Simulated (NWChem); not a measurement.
System: CH₃BBr₂; SMILES CB(Br)Br

The following NWChem deck was run.

```
start job
memory heap 200 mb stack 900 mb global 1100 mb
geometry units angstroms noautosym nocenter noautoz
  B     -0.645697     0.012327    -0.021042
  Br     0.368849     1.637139    -0.204844
  Br     0.321361    -1.633910     0.219365
  C     -2.207746     0.035750    -0.015354
  H     -2.652408    -0.918313    -0.359108
  H     -2.626240     0.882748    -0.592926
  H     -2.535236     0.177595     1.040540
end
basis spherical
  * library aug-cc-pvdz
end
dft
  xc b3lyp
  iterations 150
end
property
  response 1 0.0773
end
task dft property
```

Output (shortened):

```
             Northwest Computational Chemistry Package (NWChem) 7.3.0
             --------------------------------------------------------

                             Geometry "geometry" -> ""
                             -------------------------

 Output coordinates in angstroms (scale by  1.889725989 to convert to a.u.)

  No.       Tag          Charge          X              Y              Z
 ---- ---------------- ---------- -------------- -------------- --------------
    1 B                    5.0000    -0.64569700     0.01232700    -0.02104200
    2 Br                  35.0000     0.36884900     1.63713900    -0.20484400
    3 Br                  35.0000     0.32136100    -1.63391000     0.21936500
    4 C                    6.0000    -2.20774600     0.03575000    -0.01535400
    5 H                    1.0000    -2.65240800    -0.91831300    -0.35910800
    6 H                    1.0000    -2.62624000     0.88274800    -0.59292600
    7 H                    1.0000    -2.53523600     0.17759500     1.04054000

 Effective nuclear repulsion energy (a.u.)     420.9844957803

                              NWChem Property Module
                              ----------------------

                                 NWChem DFT Module
                                 -----------------

 Summary of "ao basis" -> "ao basis" (spherical)
 ------------------------------------------------------------------------------
       Tag                 Description            Shells   Functions and Types
 ---------------- ------------------------------  ------  ---------------------
 B                        aug-cc-pvdz                9       23   4s3p2d
 Br                       aug-cc-pvdz               14       36   6s5p3d
 C                        aug-cc-pvdz                9       23   4s3p2d
 H                        aug-cc-pvdz                5        9   3s2p

            General Information
            -------------------
          SCF calculation type: DFT
          Wavefunction type:  closed shell.
          No. of atoms     :     7
          No. of electrons :    84
           Alpha electrons :    42
            Beta electrons :    42
          Charge           :     0
          Spin multiplicity:     1
          Use of symmetry is: off; symmetry adaption is: off
          Maximum number of iterations: 150
          AO basis - number of functions:   145
                     number of shells:    61
          Convergence on energy requested:  1.00D-06
          Convergence on density requested:  1.00D-05
          Convergence on gradient requested:  5.00D-04

              XC Information
              --------------
                         B3LYP Method XC Potential
                     Hartree-Fock (Exact) Exchange  0.200
                        Slater Exchange Functional  0.800 local
                    Becke 1988 Exchange Functional  0.720 non-local
              Lee-Yang-Parr Correlation Functional  0.810
                  VWN I RPA Correlation Functional  0.190 local

             Grid Information
             ----------------
          Grid used for XC integration:  medium
          Radial quadrature: Mura-Knowles
          Angular quadrature: Lebedev.
          Tag              B.-S. Rad. Rad. Pts. Rad. Cut. Ang. Pts.
          ---              ---------- --------- --------- ---------
          B                   0.85       49          13.0       434
          Br                  1.15      112          15.0       590
          C                   0.70       49          13.0       434
          H                   0.35       45          14.0       434
          Grid pruning is: on
          Number of quadrature shells:   457
          Spatial weights used:  Erf1

      Superposition of Atomic Density Guess
      -------------------------------------

 Sum of atomic energies:       -5208.44636608

      Non-variational initial energy
      ------------------------------

 Total energy =   -5209.985157
 1-e energy   =   -8086.525498
 2-e energy   =    2455.555845
 HOMO         =      -0.371319
 LUMO         =       0.010416

   convergence    iter        energy       DeltaE   RMS-Dens  Diis-err
 ---------------- ----- ----------------- --------- --------- ---------
 d= 0,ls=0.0,diis     1  -5213.0972235907 -5.63D+03  1.37D-02  6.22D-01
 d= 0,ls=0.0,diis     2  -5213.0612096979  3.60D-02  5.75D-03  7.26D-01
 d= 0,ls=0.0,diis     3  -5213.1567239446 -9.55D-02  1.41D-03  7.15D-02
 d= 0,ls=0.0,diis     4  -5213.1681285229 -1.14D-02  2.68D-04  2.54D-03
 d= 0,ls=0.0,diis     5  -5213.1684430061 -3.14D-04  7.08D-05  1.79D-04
  Resetting Diis
 d= 0,ls=0.0,diis     6  -5213.1684673904 -2.44D-05  1.08D-05  2.11D-06
 d= 0,ls=0.0,diis     7  -5213.1684677236 -3.33D-07  4.33D-06  1.11D-07

         Total DFT energy =    -5213.168467723573
      One electron energy =    -8089.025924956823
           Coulomb energy =     2648.139675010736
    Exchange-Corr. energy =     -193.266713557790
 Nuclear repulsion energy =      420.984495780304

 Numeric. integr. density =       84.000011750049

                       DFT Final Molecular Orbital Analysis
                       ------------------------------------

 Vector   40  Occ=2.000000D+00  E=-3.098161D-01
              MO Center=  3.1D-01,  2.2D-03,  8.1D-03, r^2= 4.2D+00
   Bfn.  Coefficient  Atom+Function         Bfn.  Coefficient  Atom+Function
  ----- ------------  ---------------      ----- ------------  ---------------
    38      0.395038  2 Br pz                74     -0.396420  3 Br pz
    41      0.361714  2 Br pz                77     -0.362346  3 Br pz
    37      0.056874  2 Br py                40      0.049576  2 Br py
    73     -0.046128  3 Br py                76     -0.044620  3 Br py
    44      0.039079  2 Br pz                80     -0.038914  3 Br pz

 Vector   41  Occ=2.000000D+00  E=-3.081736D-01
              MO Center=  3.3D-02,  6.2D-03,  7.4D-03, r^2= 4.4D+00
   Bfn.  Coefficient  Atom+Function         Bfn.  Coefficient  Atom+Function
  ----- ------------  ---------------      ----- ------------  ---------------
    72      0.357819  3 Br px                36      0.355815  2 Br px
    75      0.326278  3 Br px                39      0.324009  2 Br px
   100      0.208970  4 C  px                 5     -0.173677  1 B  px
     3      0.130064  1 B  s                  4      0.116273  1 B  s
    98      0.093155  4 C  s                  8     -0.087319  1 B  px

 Vector   42  Occ=2.000000D+00  E=-2.929981D-01
              MO Center=  2.6D-01,  2.2D-03,  2.6D-03, r^2= 4.4D+00
   Bfn.  Coefficient  Atom+Function         Bfn.  Coefficient  Atom+Function
  ----- ------------  ---------------      ----- ------------  ---------------
    72     -0.305358  3 Br px                36      0.297406  2 Br px
    75     -0.290643  3 Br px                39      0.283522  2 Br px
    37     -0.276604  2 Br py                73     -0.271151  3 Br py
    40     -0.247422  2 Br py                76     -0.243007  3 Br py
   101      0.061298  4 C  py                38      0.048236  2 Br pz

 Vector   43  Occ=0.000000D+00  E=-6.711051D-02
              MO Center= -5.3D-01,  1.2D-02, -9.2D-03, r^2= 3.4D+00
   Bfn.  Coefficient  Atom+Function         Bfn.  Coefficient  Atom+Function
  ----- ------------  ---------------      ----- ------------  ---------------
     7      0.586810  1 B  pz                10      0.547128  1 B  pz
   139     -0.480361  7 H  s                138     -0.343641  7 H  s
    41     -0.242959  2 Br pz                77     -0.242690  3 Br pz
    13      0.227513  1 B  pz               121      0.191412  5 H  s
   130      0.191515  6 H  s                 80     -0.186889  3 Br pz

 Vector   44  Occ=0.000000D+00  E=-1.727429D-02
              MO Center= -1.3D+00,  3.9D-02,  1.0D-01, r^2= 1.5D+01
   Bfn.  Coefficient  Atom+Function         Bfn.  Coefficient  Atom+Function
  ----- ------------  ---------------      ----- ------------  ---------------
    99      1.190678  4 C  s                139     -1.029216  7 H  s
   121     -0.733923  5 H  s                130     -0.734043  6 H  s
    11     -0.652541  1 B  px                98      0.507617  4 C  s
   138     -0.385992  7 H  s                120     -0.311041  5 H  s
   129     -0.311108  6 H  s                106     -0.309027  4 C  px

 Vector   45  Occ=0.000000D+00  E= 9.121073D-03
              MO Center= -9.7D-01,  2.7D-02,  5.9D-02, r^2= 1.7D+01
   Bfn.  Coefficient  Atom+Function         Bfn.  Coefficient  Atom+Function
  ----- ------------  ---------------      ----- ------------  ---------------
     4      1.545768  1 B  s                 99      1.237466  4 C  s
     3      0.731537  1 B  s                 29     -0.624493  2 Br s
    65     -0.624548  3 Br s                139     -0.610652  7 H  s
    11      0.592091  1 B  px               121     -0.545179  5 H  s
   130     -0.545137  6 H  s                 43      0.536075  2 Br py

     Multipole analysis of the density
     ---------------------------------

     L   x y z        total         alpha         beta         nuclear
     -   - - -        -----         -----         ----         -------
     0   0 0 0      0.000000    -42.000000    -42.000000     84.000000

     1   1 0 0     -0.561973     -0.156742     -0.156742     -0.248490
     1   0 1 0      0.010647     -0.496569     -0.496569      1.003785
     1   0 0 1      0.019169     -0.367801     -0.367801      0.754770

     2   2 0 0    -35.506180   -125.002133   -125.002133    214.498087
     2   1 1 0     -0.055161     -3.440095     -3.440095      6.825029
     2   1 0 1     -0.118244      0.001886      0.001886     -0.122015
     2   0 2 0    -37.807793   -356.206135   -356.206135    674.604476
     2   0 1 1      0.160904     43.461301     43.461301    -86.761697
     2   0 0 2    -36.603661    -26.729085    -26.729085     16.854509

 *** CALLING NEW AORESP DRIVER FOR CLOSED AND OPEN SHELLS ***
 Entering AOResponse driver routine

--------------------------------------------------------------------------------

          -----------------------------------------------
          Solving response equations for perturbing field
          -----------------------------------------------

 number of frequencies:     1
 frequency in a.u.:  0.7730000E-01
 Perturbing field: electric
 Using El. Dipole Length Gauge

 Setting up CPKS with frequency omega =      0.07730000 a.u.

                            NWChem Dynamic CPHF Module
                            --------------------------

    scftype = RHF
    nclosed =   42
      nopen =    0
  variables =     8652
  num. vecs =        3
  tolerance =   1.0D-04
  max. iter =   50

 SCF residual:    4.2101187737904073E-004

Iterative solution of linear equations
  No. of variables     8652
  No. of equations        3
  Maximum subspace       30
       Convergence  1.0D-04

   iter   nsub   residual    time
   ----  ------  --------  ---------
     1      3    4.73D+00     494.1
     2      6    1.92D+00     645.7
     3      9    4.28D-01     774.7
     4     12    6.85D-02     910.2
     5     15    1.14D-02    1062.7
     6     18    1.73D-03    1182.4
     7     21    3.80D-04    1301.1
     8     24    1.14D-04    1420.0
     9     27    8.92D-02    1523.2
    10     30    2.24D-02    1633.7
    11     30    2.10D-02    1760.0
    12     30    6.62D-03    1898.8
    13     30    3.77D-03    2022.9
    14     30    1.20D-03    2167.2
    15     30    9.64D-04    2285.7
    16     30    9.53D-04    2404.7
    17     30    9.41D-04    2523.2
    18     30    9.30D-04    2640.0
    19     30    9.17D-04    2751.1
    20     30    5.45D-07    2858.5

 Electric Dipole Response Matrix (nonzero elements):

              1        2        3
    1   74.1139   0.1987  -0.3440
    2    0.1987  90.2821  -4.6765
    3   -0.3440  -4.6765  54.7929

 ------------------------------------------
 average:        73.06295 + I       0.00000

 DFT Linear Response polarizability / au
 Frequency  =       0.0773000 / au
 Wavelength =     589.4353558 / nm
              X              Y              Z
 -----------------------------------------------
 X      74.1139041      0.1987055     -0.3439884
 Y       0.1987053     90.2820762     -4.6764747
 Z      -0.3439876     -4.6764748     54.7928575
 -----------------------------------------------
 Eigenvalues =      74.1154321     90.8914291     54.1819766
 Isotropic   =      73.0629459
 Anisotropic =      31.8304935
 -----------------------------------------------

 Magnetic Dipole Response Matrix (nonzero elements):
```

Level: B3LYP/aug-cc-pVDZ. All runs use the structure optimised with PBE-D3(BJ)/def2-SVP. B3LYP is NWChem's, with the RPA form of VWN correlation.
